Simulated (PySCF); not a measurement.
Screening by computed properties: pick the candidate that meets the target.

Each SMILES stands for a single optimised conformer of the isolated species, non-relativistic unless stated; the electronic structure was computed with PySCF and density fitting.

The conformers computed, where there is a choice (atom-mapped SMILES and torsion angles):
- `[CH3:1]/[CH:2]=[CH:3]/[CH:4]=[CH:5]\[Cl:6]`: C2–C3–C4–C5 180°
- `[F:1]/[CH:2]=[C:3](\[F:4])[CH2:5][F:6]`: C2–C3–C5–F6 0°
- `[CH3:1][N:2]([CH3:3])[CH:4]=[O:5]`: C1–N2–C4–O5 180°
- `[CH3:1]/[CH:2]=[P:3]\[CH2:4][PH2:5]`: C2–P3–C4–P5 180°, H–P5–C4–P3 46°, H–P5–C4–P3 -46°
- `[F:1]/[CH:2]=[C:3](/[F:4])[CH2:5][F:6]`: C2–C3–C5–F6 95°
- `[CH2:1]=[C:2]([F:3])[CH:4]([F:5])[F:6]`: C1–C2–C4–F5 53°

Question: Wanted: static isotropic polarisability between 45 au and 87 au (CAM-B3LYP/def2-SVPD) and lowest triplet excitation (Tamm–Dancoff) below 4 eV (TDA CAM-B3LYP/def2-SVPD), at GFN2-xTB geometries. Which candidate meets both?
A. `CN(C)C=O`
B. `C/C=C/C=C\Cl`
C. `C/C=P\CP`
D. `F/C=C(\F)CF`

Answer: B. Computed values:
| species | static isotropic polarisability | lowest triplet excitation (Tamm–Dancoff) |
| --- | --- | --- |
| F/C=C(\F)CF | 40.0 au | 4.50 eV |
| CN(C)C=O | 50.3 au | 5.13 eV |
| C/C=C/C=C\Cl | 82.6 au | 3.06 eV |
| C/C=P\CP | 90.7 au | 2.77 eV |

Question: Wanted: electronic spatial extent ⟨r²⟩ about the centre of nuclear charge between 550 bohr² and 590 bohr² (CAM-B3LYP/def2-SVPD) and HOMO energy below -9 eV (CAM-B3LYP/def2-SVPD), at GFN2-xTB geometries. Which candidate meets both?
A. `[SiH3][C@]1(Cl)C[SiH2]1`
B. `C=C(F)C(F)F`
C. `C/C=C/C=C\Cl`
D. `F/C=C(\F)CF`
E. `CN(C)C=O`
F. `C(/CF)(F)=C/F`
G. `C(=P/CP)/C`

Answer: F. Computed values:
```csv
species,electronic spatial extent ⟨r²⟩ about the centre of nuclear charge,HOMO energy
CN(C)C=O,439 bohr²,-8.56 eV
C=C(F)C(F)F,526 bohr²,-9.72 eV
C(/CF)(F)=C/F,574 bohr²,-9.34 eV
F/C=C(\F)CF,602 bohr²,-9.11 eV
[SiH3][C@]1(Cl)C[SiH2]1,899 bohr²,-8.18 eV
C(=P/CP)/C,960 bohr²,-8.29 eV
C/C=C/C=C\Cl,1089 bohr²,-7.73 eV
```

Question: Wanted: dipole moment below 1.3 D (CAM-B3LYP/def2-SVPD) and HOMO–LUMO gap above 9 eV (CAM-B3LYP/def2-SVPD), at GFN2-xTB geometries. Which candidate meets both?
A. `C/C=C/C=C\Cl`
B. `[SiH3][C@]1(Cl)C[SiH2]1`
C. `F/C=C(/F)CF`
D. `C(=C)(F)C(F)F`
E. `CN(C)C=O`
F. `F/C=C(\F)CF`

Answer: D. Computed values:
```csv
species,dipole moment,HOMO–LUMO gap
C(=C)(F)C(F)F,0.95 D,10.05 eV
F/C=C(\F)CF,1.62 D,10.29 eV
F/C=C(/F)CF,1.79 D,9.83 eV
C/C=C/C=C\Cl,1.95 D,7.86 eV
[SiH3][C@]1(Cl)C[SiH2]1,2.14 D,8.74 eV
CN(C)C=O,4.23 D,9.64 eV
```

Question: Wanted: lowest singlet excitation between 6 eV and 6.8 eV (TDDFT CAM-B3LYP/def2-SVPD) and smallest rotational constant below 2 GHz (GFN2-xTB), at GFN2-xTB geometries. Which candidate meets both?
A. `C(=C\C)/C=C\Cl`
B. `C=C(F)C(F)F`
C. `CN(C)C=O`
D. `F/C=C(\F)CF`
E. `C[Si@@H]1C[C@@H]1F`
F. `F/C=C(/F)CF`
G. `C/C=P\CP`

Answer: D. Computed values:
```
           species  lowest singlet excitation  smallest rotational constant
          C/C=P\CP                    4.77 eV                     1.203 GHz
    C(=C\C)/C=C\Cl                    5.48 eV                     1.022 GHz
          CN(C)C=O                    5.82 eV                     3.009 GHz
C[Si@@H]1C[C@@H]1F                    6.11 eV                     2.378 GHz
       F/C=C(\F)CF                    6.50 eV                     1.731 GHz
       F/C=C(/F)CF                    7.04 eV                     1.899 GHz
       C=C(F)C(F)F                    7.24 eV                     2.469 GHz
```
